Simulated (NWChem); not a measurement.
System: CH₄F₂OSi; SMILES F[SiH](OC)F

The following NWChem deck was run.

```
start job
memory heap 200 mb stack 900 mb global 1100 mb
geometry units angstroms noautoz
  Si    -0.043368    -0.483015     0.343440
  F      1.471081    -0.741507    -0.190185
  F     -1.000905    -1.625310    -0.285033
  O     -0.604496     0.956358    -0.225269
  C      0.046401     2.211277    -0.098450
  H     -0.038832    -0.599079     1.825119
  H      1.066264     2.192197    -0.540885
  H      0.129786     2.530332     0.964970
  H     -0.554157     2.970414    -0.637721
end
basis spherical
  Si library 6-31g*
  F library 6-31g*
  O library 6-31g*
  C library 6-31g*
  H library 6-31g*
end
dft
  xc b3lyp
  iterations 150
  vectors input atomic output neutral.movecs
end
task dft energy
charge 1
dft
  odft
  mult 2
  vectors input atomic output cation.movecs
end
task dft energy
```

NWChem printed, in part:

```
             Northwest Computational Chemistry Package (NWChem) 7.3.0
             --------------------------------------------------------

 C1  symmetry detected

                             Geometry "geometry" -> ""
                             -------------------------

 Output coordinates in angstroms (scale by  1.889725989 to convert to a.u.)

  No.       Tag          Charge          X              Y              Z
 ---- ---------------- ---------- -------------- -------------- --------------
    1 Si                  14.0000    -0.00717868    -0.48575043     0.34507309
    2 F                    9.0000     1.49981824    -0.67927244    -0.23513295
    3 F                    9.0000    -0.93676547    -1.66058793    -0.26510600
    4 O                    8.0000    -0.64180518     0.93434426    -0.19406464
    5 C                    6.0000    -0.03787959     2.21330348    -0.07528400
    6 H                    1.0000     0.04603204    -0.61296477     1.82488700
    7 H                    1.0000     0.96832647     2.23848759    -0.54766989
    8 H                    1.0000     0.06432935     2.52722951     0.98801983
    9 H                    1.0000    -0.68394226     2.95192207    -0.58988843

 Effective nuclear repulsion energy (a.u.)     254.7087328315

                                 NWChem DFT Module
                                 -----------------

 Summary of "ao basis" -> "ao basis" (spherical)
 ------------------------------------------------------------------------------
       Tag                 Description            Shells   Functions and Types
 ---------------- ------------------------------  ------  ---------------------
 Si                          6-31g*                  8       18   4s3p1d
 F                           6-31g*                  6       14   3s2p1d
 O                           6-31g*                  6       14   3s2p1d
 C                           6-31g*                  6       14   3s2p1d
 H                           6-31g*                  2        2   2s

            General Information
            -------------------
          SCF calculation type: DFT
          Wavefunction type:  closed shell.
          No. of atoms     :     9
          No. of electrons :    50
           Alpha electrons :    25
            Beta electrons :    25
          Charge           :     0
          Spin multiplicity:     1
          Use of symmetry is: off; symmetry adaption is: off
          Maximum number of iterations: 150
          AO basis - number of functions:    82
                     number of shells:    40
          Convergence on energy requested:  1.00D-06
          Convergence on density requested:  1.00D-05
          Convergence on gradient requested:  5.00D-04

              XC Information
              --------------
                         B3LYP Method XC Potential
                     Hartree-Fock (Exact) Exchange  0.200
                        Slater Exchange Functional  0.800 local
                    Becke 1988 Exchange Functional  0.720 non-local
              Lee-Yang-Parr Correlation Functional  0.810
                  VWN I RPA Correlation Functional  0.190 local

             Grid Information
             ----------------
          Grid used for XC integration:  medium
          Radial quadrature: Mura-Knowles
          Angular quadrature: Lebedev.
          Tag              B.-S. Rad. Rad. Pts. Rad. Cut. Ang. Pts.
          ---              ---------- --------- --------- ---------
          Si                  1.10       88          10.0       590
          F                   0.50       49          11.0       434
          O                   0.60       49           8.0       434
          C                   0.70       49          10.0       434
          H                   0.35       45          11.0       434
          Grid pruning is: on
          Number of quadrature shells:   464
          Spatial weights used:  Erf1

      Superposition of Atomic Density Guess
      -------------------------------------

 Sum of atomic energies:        -601.96950810

      Non-variational initial energy
      ------------------------------

 Total energy =    -603.372298
 1-e energy   =   -1341.481531
 2-e energy   =     483.400500
 HOMO         =      -0.382045
 LUMO         =       0.074290

   convergence    iter        energy       DeltaE   RMS-Dens  Diis-err
 ---------------- ----- ----------------- --------- --------- ---------
 d= 0,ls=0.0,diis     1   -604.9523067133 -8.60D+02  1.68D-02  9.92D-01
 d= 0,ls=0.0,diis     2   -604.8984251247  5.39D-02  8.33D-03  1.87D+00
 d= 0,ls=0.0,diis     3   -605.0601331418 -1.62D-01  1.07D-03  1.98D-02
 d= 0,ls=0.0,diis     4   -605.0615060028 -1.37D-03  4.45D-04  2.19D-03
 d= 0,ls=0.0,diis     5   -605.0617239363 -2.18D-04  1.38D-04  3.72D-04
  Resetting Diis
 d= 0,ls=0.0,diis     6   -605.0617608346 -3.69D-05  2.73D-05  1.60D-05
 d= 0,ls=0.0,diis     7   -605.0617621823 -1.35D-06  1.66D-05  1.40D-06
 d= 0,ls=0.0,diis     8   -605.0617620618  1.21D-07  9.45D-06  2.73D-06

         Total DFT energy =     -605.061762061796
      One electron energy =    -1344.522729802165
           Coulomb energy =      542.287573084949
    Exchange-Corr. energy =      -57.535338176103
 Nuclear repulsion energy =      254.708732831522

 Numeric. integr. density =       50.000003461132

                       DFT Final Molecular Orbital Analysis
                       ------------------------------------

 Vector   23  Occ=2.000000D+00  E=-3.849818D-01
              MO Center=  7.3D-02, -5.2D-01,  6.1D-01, r^2= 3.2D+00
   Bfn.  Coefficient  Atom+Function         Bfn.  Coefficient  Atom+Function
  ----- ------------  ---------------      ----- ------------  ---------------
    76     -0.320373  6 H  s                 37      0.312477  3 F  pz
    23      0.306341  2 F  pz                75     -0.238509  6 H  s
     9     -0.220742  1 Si pz                41      0.220795  3 F  pz
    27      0.217685  2 F  pz                 6     -0.143888  1 Si s
    52      0.112867  4 O  s                 65      0.111855  5 C  pz

 Vector   24  Occ=2.000000D+00  E=-3.307544D-01
              MO Center= -3.9D-01,  1.2D+00, -1.3D-01, r^2= 2.3D+00
   Bfn.  Coefficient  Atom+Function         Bfn.  Coefficient  Atom+Function
  ----- ------------  ---------------      ----- ------------  ---------------
    49      0.456277  4 O  px                53      0.324392  4 O  px
    63     -0.221802  5 C  px                82      0.182459  9 H  s
    51      0.173537  4 O  pz                81      0.171765  9 H  s
     8      0.154201  1 Si py                78     -0.146613  7 H  s
    52     -0.140299  4 O  s                 76     -0.128610  6 H  s

 Vector   25  Occ=2.000000D+00  E=-3.111336D-01
              MO Center= -3.3D-01,  1.2D+00,  8.0D-04, r^2= 1.9D+00
   Bfn.  Coefficient  Atom+Function         Bfn.  Coefficient  Atom+Function
  ----- ------------  ---------------      ----- ------------  ---------------
    51      0.504271  4 O  pz                55      0.384125  4 O  pz
    80     -0.201279  8 H  s                 49     -0.199445  4 O  px
    65     -0.189760  5 C  pz                76     -0.162317  6 H  s
    79     -0.162597  8 H  s                 78      0.157898  7 H  s
    53     -0.152537  4 O  px                77      0.135637  7 H  s

 Vector   26  Occ=0.000000D+00  E= 4.643891D-02
              MO Center=  2.9D-01,  3.6D-01,  4.6D-01, r^2= 4.6D+00
   Bfn.  Coefficient  Atom+Function         Bfn.  Coefficient  Atom+Function
  ----- ------------  ---------------      ----- ------------  ---------------
    66      0.913236  5 C  s                 12     -0.696622  1 Si py
    11     -0.538270  1 Si px                82     -0.435084  9 H  s
    10     -0.393440  1 Si s                 80     -0.363348  8 H  s
    78     -0.333079  7 H  s                 38     -0.311520  3 F  s
    24      0.280805  2 F  s                  8     -0.232380  1 Si py

 Vector   27  Occ=0.000000D+00  E= 5.358061D-02
              MO Center= -2.3D-01, -2.5D-01, -3.1D-03, r^2= 4.1D+00
   Bfn.  Coefficient  Atom+Function         Bfn.  Coefficient  Atom+Function
  ----- ------------  ---------------      ----- ------------  ---------------
    10      1.107640  1 Si s                 52     -0.703074  4 O  s
    76     -0.507068  6 H  s                 38     -0.435835  3 F  s
    68     -0.328687  5 C  py                 6      0.318318  1 Si s
    13     -0.295480  1 Si pz                24     -0.259733  2 F  s
    67     -0.245664  5 C  px                 2     -0.202478  1 Si s

 Vector   28  Occ=0.000000D+00  E= 6.035536D-02
              MO Center= -2.0D-02, -4.7D-01,  5.1D-01, r^2= 4.5D+00
   Bfn.  Coefficient  Atom+Function         Bfn.  Coefficient  Atom+Function
  ----- ------------  ---------------      ----- ------------  ---------------
    11      0.733957  1 Si px                12     -0.648816  1 Si py
    52      0.495500  4 O  s                 24     -0.396951  2 F  s
    80     -0.342092  8 H  s                  7      0.280188  1 Si px
    69      0.256937  5 C  pz                 8     -0.202109  1 Si py
    78      0.194331  7 H  s                 13     -0.173119  1 Si pz

     Multipole analysis of the density
     ---------------------------------

     L   x y z        total         alpha         beta         nuclear
     -   - - -        -----         -----         ----         -------
     0   0 0 0     -0.000000    -25.000000    -25.000000     50.000000

     1   1 0 0      0.185341      0.092671      0.092671      0.000000
     1   0 1 0      0.838999      0.419499      0.419499      0.000000
     1   0 0 1      0.512205      0.256103      0.256103      0.000000

     2   2 0 0    -28.161767    -72.752026    -72.752026    117.342284
     2   1 1 0      0.295538      0.393072      0.393072     -0.490606
     2   1 0 1     -0.148304     -0.182536     -0.182536      0.216767
     2   0 2 0    -23.677682   -170.996841   -170.996841    318.316000
     2   0 1 1     -0.658269      1.432025      1.432025     -3.522320
     2   0 0 2    -25.178082    -27.028239    -27.028239     28.878395

                                 NWChem DFT Module
                                 -----------------

            General Information
            -------------------
          SCF calculation type: DFT
          Wavefunction type:  spin polarized.
          No. of atoms     :     9
          No. of electrons :    49
           Alpha electrons :    25
            Beta electrons :    24
          Charge           :     1
          Spin multiplicity:     2
          Use of symmetry is: off; symmetry adaption is: off
          Maximum number of iterations: 150
          AO basis - number of functions:    82
                     number of shells:    40
          Convergence on energy requested:  1.00D-06
          Convergence on density requested:  1.00D-05
          Convergence on gradient requested:  5.00D-04

              XC Information
              --------------
                         B3LYP Method XC Potential
                     Hartree-Fock (Exact) Exchange  0.200
                        Slater Exchange Functional  0.800 local
                    Becke 1988 Exchange Functional  0.720 non-local
              Lee-Yang-Parr Correlation Functional  0.810
                  VWN I RPA Correlation Functional  0.190 local

             Grid Information
             ----------------
          Grid used for XC integration:  medium
          Radial quadrature: Mura-Knowles
          Angular quadrature: Lebedev.
          Tag              B.-S. Rad. Rad. Pts. Rad. Cut. Ang. Pts.
          ---              ---------- --------- --------- ---------
          Si                  1.10       88          10.0       590
          F                   0.50       49          11.0       434
          O                   0.60       49           8.0       434
          C                   0.70       49          10.0       434
          H                   0.35       45          11.0       434
          Grid pruning is: on
          Number of quadrature shells:   464
          Spatial weights used:  Erf1

      Superposition of Atomic Density Guess
      -------------------------------------

 Sum of atomic energies:        -601.96950810

 Renormalizing density from      50.00 to     49

      Non-variational initial energy
      ------------------------------

 Total energy =    -595.685327
 1-e energy   =   -1314.651901
 2-e energy   =     464.257841
 HOMO         =      -0.649974
 LUMO         =      -0.225309

[...]
```

Level: B3LYP/6-31G* (spherical d), vertical spin-unrestricted ions. Structure relaxed at the PBE-D3(BJ)/def2-SVP level.
